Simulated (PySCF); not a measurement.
## EPR parameters of C6H13Si

Species: C6H13Si (doublet state).
Geometry (GFN2-xTB, Å), atoms numbered from 1 in this order:
```
atom  x, y, z in Å
C1     2.9206   -0.0082   -0.2700
C2     2.0757   -0.4190    0.8503
C3     0.8256   -0.5088    1.1658
Si4   -0.6821   -0.0414    0.0472
C5    -0.6060    1.8047   -0.4331
C6    -0.6789   -1.0940   -1.5451
C7    -2.2612   -0.3891    1.0580
H8     3.9774   -0.1225   -0.0216
H9     2.7140   -0.6197   -1.1509
H10    2.7449    1.0402   -0.5204
H11    0.5380   -0.8780    2.1432
H12   -0.5363    2.4435    0.4421
H13   -1.4919    2.1008   -0.9882
H14    0.2563    2.0110   -1.0593
H15   -0.6547   -2.1562   -1.3226
H16    0.1851   -0.8685   -2.1621
H17   -1.5660   -0.9023   -2.1421
H18   -2.2854    0.2017    1.9686
H19   -3.1533   -0.1482    0.4875
H20   -2.3267   -1.4351    1.3414
```

The hyperfine couplings belong to this conformer and change with its torsions.

Identity: `C[Si](/C=[C]\C)(C)C` [radical].

Computed with UKS B3LYP, pcH-1 on C H Si, non-relativistic, mean-field spin-orbit, GIAO in PySCF 2.14.0. Isolated species at its GFN2-xTB geometry, gas phase. GFN2-xTB frequencies show an imaginary mode (98i cm⁻¹), so this geometry is no minimum at that level. The geometry wasn't refined by DFT: couplings that depend on bond lengths, twists or pyramidal angles can differ widely from those at the functional's own minimum. Stability of the SCF solution: not tested.

- g1, g2, g3: 2.00144, 2.00211, 2.00303
- g_iso: 2.00219
- Form of g: rhombic: the two nearest values differ by 42 % of g3 − g1
- ⟨S²⟩: 0.7584 (exact 0.7500)
- α and β electrons: 32, 31
- HOMO–LUMO gap, α and β orbitals: 5.12, 5.39 eV
- Basis functions: 315

Hyperfine couplings atom by atom, in MHz; T1 to T3 are the principal values of the dipolar part; ρ(0) is the spin density at the nucleus:

```
atom  isotope   a_iso  of which spin–orbit     T1     T2     T3  Mulliken spin population  ρ(0) (bohr⁻³)
  C1      13C    29.2                  0.0   -6.1   -3.7    9.9                     -0.04         0.0260
  C2      13C   265.0                 -0.1  -77.8  -58.3  136.1                      0.93         0.2358
  C3      13C   -24.4                  0.0  -18.8    0.2   18.5                     -0.15        -0.0217
 Si4     29Si  -119.0                  0.2  -27.6   13.4   14.1                      0.10         0.1341
  C5      13C     1.2                  0.0   -0.5   -0.4    0.9                      0.00         0.0011
  C6      13C     1.2                  0.0   -0.5   -0.4    0.9                      0.00         0.0010
  C7      13C     6.1                  0.0   -1.2   -1.1    2.3                      0.01         0.0054
  H8       1H    85.4                  0.0   -7.2   -6.0   13.2                      0.03         0.0191
  H9       1H    41.7                  0.0   -5.6   -3.1    8.7                      0.03         0.0093
 H10       1H    43.3                  0.0   -5.6   -3.1    8.7                      0.03         0.0097
 H11       1H   144.1                  0.0   -6.8   -5.7   12.5                      0.06         0.0322
 H12       1H     0.5                  0.0   -1.2   -0.9    2.1                      0.00         0.0001
 H13       1H     4.1                  0.0   -0.9   -0.5    1.4                      0.00         0.0009
 H14       1H    -0.1                  0.0   -1.6   -0.9    2.5                      0.00         0.0000
 H15       1H     0.5                  0.0   -1.2   -0.9    2.1                      0.00         0.0001
 H16       1H    -0.1                  0.0   -1.6   -0.9    2.5                      0.00         0.0000
 H17       1H     4.1                  0.0   -0.9   -0.5    1.4                      0.00         0.0009
 H18       1H    -0.7                  0.0   -1.3   -0.5    1.8                      0.00        -0.0002
 H19       1H     5.2                  0.0   -1.2   -0.3    1.5                      0.00         0.0012
 H20       1H    -0.7                  0.0   -1.3   -0.5    1.8                      0.00        -0.0002
```

The largest Mulliken spin populations are on C2 (+0.93), C3 (-0.15) and Si4 (+0.10). No atom but C2 exceeds +0.15.

Axes: g1 points within 6° of the Si4–C7 bond and g2 points within 12° of the C3–Si4 bond.

Under fast tumbling the dipolar parts average out, and these isotropic splittings remain: 1 × 1H (H11, I = 1/2, 2 lines) with 5.14 mT, 3 × 1H (H8/H9/H10, I = 1/2, 4 lines) with 2.03 mT and 9 × 1H (H12 (×9), I = 1/2, 10 lines) with 0.05 mT.

Means are taken over nuclei equivalent by connectivity, which assumes that they swap fast. The three 1H nuclei of mean +56.8 MHz run from 41.7 to 85.4 MHz in the frozen geometry. The nine 1H nuclei of mean +1.4 MHz run from -0.7 to 5.2 MHz in the frozen geometry.

The 13C coupling of C2 (265.0 MHz) shows only in satellite lines or after enrichment, since that isotope makes up about 1.07 % of natural carbon.

The 29Si coupling of Si4 (-119.0 MHz) shows only in satellite lines or after enrichment, since that isotope makes up about 4.7 % of natural silicon.

Examples of negative spin density at the nucleus (bohr⁻³): C3 (-0.0217).
